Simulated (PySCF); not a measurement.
Breaking a bond: OH (cation, charge +1), triplet.

Method: CCSD(T) on UHF/cc-pVDZ, 1 core orbital frozen in PySCF 2.14.0.

**Question.** Relative to R = 1.04 Å, what are the energies at R = 1.10, 1.14, 1.21, 4.18 Å?

**Answer.** 1.3 kcal/mol at 1.10 Å, 3.3 kcal/mol at 1.14 Å, 8.0 kcal/mol at 1.21 Å, 108.7 kcal/mol at 4.18 Å.

The unrestricted determinant behind UCCSD(T) is spin-contaminated at 1.57 to 4.18 Å (<S²> up to 3.0, against 2.00 for a pure triplet).
